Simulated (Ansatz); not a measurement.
Consider the isomerisation: `CC1CBC1` → `BC1(C)CC1`.

Computed with Ansatz on PBE0-D4/def2-TZVP structures; ΔE is electronic, products minus reactants. CCSD(T)/CBS is the MP2 limit (def2-TZVPP, def2-QZVPP) plus CCSD(T) − MP2 in def2-TZVPP, frozen cores. Functionals use def2-TZVPP. B3LYP here is the variant with VWN-RPA as its local correlation; programs differ in this.

```json
{"level": "PBE-D4", "ΔE (kJ/mol)": "23.1", "difference from CCSD(T)/CBS": "0.7"}
{"level": "r2SCAN-D4", "ΔE (kJ/mol)": "20.0", "difference from CCSD(T)/CBS": "-2.4"}
{"level": "PBE0-D4", "ΔE (kJ/mol)": "24.6", "difference from CCSD(T)/CBS": "2.2"}
{"level": "B3LYP-D4", "ΔE (kJ/mol)": "19.1", "difference from CCSD(T)/CBS": "-3.3"}
{"level": "ωB97X-V", "ΔE (kJ/mol)": "22.1", "difference from CCSD(T)/CBS": "-0.3"}
{"level": "ωB97M-V", "ΔE (kJ/mol)": "23.9", "difference from CCSD(T)/CBS": "1.5"}
{"level": "B2PLYP", "ΔE (kJ/mol)": "18.6", "difference from CCSD(T)/CBS": "-3.8"}
{"level": "PBE", "ΔE (kJ/mol)": "23.3", "difference from CCSD(T)/CBS": "0.9"}
{"level": "r2SCAN", "ΔE (kJ/mol)": "20.1", "difference from CCSD(T)/CBS": "-2.3"}
{"level": "PBE0", "ΔE (kJ/mol)": "24.7", "difference from CCSD(T)/CBS": "2.3"}
{"level": "B3LYP", "ΔE (kJ/mol)": "19.4", "difference from CCSD(T)/CBS": "-3.0"}
{"level": "HF/def2-TZVPP", "ΔE (kJ/mol)": "17.1", "difference from CCSD(T)/CBS": "-5.3"}
{"level": "MP2/def2-TZVPP", "ΔE (kJ/mol)": "15.9", "difference from CCSD(T)/CBS": "-6.5"}
{"level": "SCS-MP2/def2-TZVPP", "ΔE (kJ/mol)": "15.9", "difference from CCSD(T)/CBS": "-6.5"}
{"level": "CCSD/def2-TZVPP", "ΔE (kJ/mol)": "21.4", "difference from CCSD(T)/CBS": "-1.0"}
{"level": "CCSD(T)/def2-TZVPP", "ΔE (kJ/mol)": "20.4", "difference from CCSD(T)/CBS": "-2.0"}
{"level": "HF/def2-QZVPP", "ΔE (kJ/mol)": "16.8", "difference from CCSD(T)/CBS": "-5.6"}
{"level": "MP2/def2-QZVPP", "ΔE (kJ/mol)": "16.9", "difference from CCSD(T)/CBS": "-5.5"}
{"level": "SCS-MP2/def2-QZVPP", "ΔE (kJ/mol)": "17.1", "difference from CCSD(T)/CBS": "-5.3"}
{"level": "HF/CBS(def2)", "ΔE (kJ/mol)": "16.7", "difference from CCSD(T)/CBS": "-5.7"}
{"level": "MP2/CBS(def2)", "ΔE (kJ/mol)": "17.8", "difference from CCSD(T)/CBS": "-4.6"}
{"level": "CCSD/CBS(def2)", "ΔE (kJ/mol)": "23.4", "difference from CCSD(T)/CBS": "1.0"}
{"level": "CCSD(T)/CBS", "ΔE (kJ/mol)": "22.4", "difference from CCSD(T)/CBS": "0"}
```

Largest T1 diagnostic among the species: 0.010.

CCSD(T)/CBS has its own doubt, a few kJ/mol and more with outer-core shells, so smaller differences from it don't rank the levels.
